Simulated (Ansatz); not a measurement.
H6Au3. Charge 0, multiplicity 2. Geometry PBE0-D4/def2-SVP; atoms count from 1.

```xyz
9

Au   -1.415   -0.854   -0.554
Au    0.392    1.379   -1.346
Au    0.589   -0.359    1.186
H    -0.999    0.401   -1.776
H     0.026    2.056   -2.742
H     1.713   -0.153    2.239
H    -1.775   -1.970    0.533
H     1.165    0.979    0.200
H     0.305   -1.479    2.259
```

In the def2 sets Au takes a core potential; there is no spin–orbit coupling. No other spin state of charge 0 was run. Another isomer (doublet) lies 0.18 eV lower at PBE0-D4/def2-TZVP; other spin states weren't run for this one.

Question: Estimate the Mulliken populations from the PBE0/def2-TZVP orbitals of Ansatz.

Answer: 
| atom | charge (e) | spin (α − β) | d electrons |
| --- | --- | --- | --- |
| Au1 | 0.12 | 0.03 | 9.61 |
| Au2 | 0.26 | 0.45 | 9.45 |
| Au3 | 0.17 | -0.01 | 9.40 |
| H4 | -0.19 | 0.23 | – |
| H5 | -0.05 | 0.16 | – |
| H6 | 0.03 | -0.01 | – |
| H7 | -0.05 | 0.15 | – |
| H8 | -0.29 | 0.01 | – |
| H9 | -0.01 | -0.01 | – |
Mulliken values and Mayer orders depend strongly on the basis.

Question: Where does the spin sit?

Answer: Summed by element: Au 0.46, H 0.54, of 1 unpaired in all. Largest on single atoms: Au2 0.45, H4 0.23, H5 0.16.

Question: And the Mayer bond orders between bonded heavy atoms (over 0.3)?

Answer: Au1–Au3 0.40 (2.70 Å).
